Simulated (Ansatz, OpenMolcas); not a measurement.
## Worked example: vertical energy of the triplet above the singlet of C2HBF2 (SMILES C#CB(F)F)

The species is C2HBF2 (6 atoms), meant as a singlet with charge 0. As SMILES, `C#CB(F)F`. The shape is that of a PBE0-D4/def2-TZVP optimisation.

Both states at this one shape; open shells run unrestricted unless said. 1 Eh = 27.2114 eV.

| level | program | singlet C2HBF2 (Eh) | triplet C2HBF2 (Eh) |
| --- | --- | --- | --- |
| HF/3-21G | Ansatz | -298.345178 | -298.183772 |
| M06-2X/def2-SVPD | OpenMolcas | -301.090541 | -300.907334 |
| B2PLYP/def2-SVPD, 5 core orbitals frozen | Ansatz | -300.954289 | -300.767927 |

Q: Work out the vertical gap, second state less first, at each level.

A: 
1. HF/3-21G: -298.183772 − (-298.345178) = 0.161406 Eh = 4.39 eV.
2. M06-2X/def2-SVPD: -300.907334 − (-301.090541) = 0.183207 Eh = 4.99 eV.
3. B2PLYP/def2-SVPD: -300.767927 − (-300.954289) = 0.186362 Eh = 5.07 eV.

No measured value is set beside it here; the levels span 4.39 to 5.07 eV. Hartree–Fock favours the state with fewer electron pairs, since it lacks pair correlation.
